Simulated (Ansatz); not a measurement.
The same path of BH4SSe (7 atoms, charge 1, multiplicity 1) was run twice with different band settings. Lost on the way: B1–H4, Se2–S3. Made: B1–S3, Se2–H4.

Level of theory: RKS BHLYP-D4/def2-SVP in Ansatz.

Relaxed end points:

```xyz
7
Properties=species:S:1:pos:R:3
B -1.459 0.455 -0.661
Se -0.660 -0.537 0.777
S 1.537 -0.160 0.222
H -2.647 0.416 -0.604
H -0.801 1.016 -1.474
H 2.015 0.230 1.424
H 2.016 -1.420 0.315
```

```xyz
7
Properties=species:S:1:pos:R:3
B -0.282 0.278 -0.332
Se -1.683 -0.872 0.126
S 1.521 -0.332 -0.126
H -2.727 0.047 -0.327
H -0.321 1.359 -0.816
H 2.040 0.707 0.560
H 1.451 -1.187 0.915
```

Common settings: spring 5.0 eV/Å²; optimiser quadratic models (default); start path through a guess of the saddle point; force threshold 0.05 eV/Å; iteration limit 60; end points relaxed.

| run | movable images | climbing image |
| --- | --- | --- |
| 1 | 5 | yes |
| 2 | 6 | no |

(1) What does each run give, and how far can it be trusted?

## Answers

(1) Run 1: converged after 27 iterations, highest image 1.027 eV above the first end. A vibrational analysis at the climbing image gives one clearly imaginary mode, 250i cm⁻¹: a first-order saddle point.
Run 2: converged after 21 iterations, highest image 1.048 eV above the first end. No image climbed, so the highest image needn't sit at the top of the path.
The orbitals stay closed-shell, which can raise the energy where a bond breaks towards radicals; this wasn't checked here. Limits of this set-up: the dipole of an ion depends on the origin.
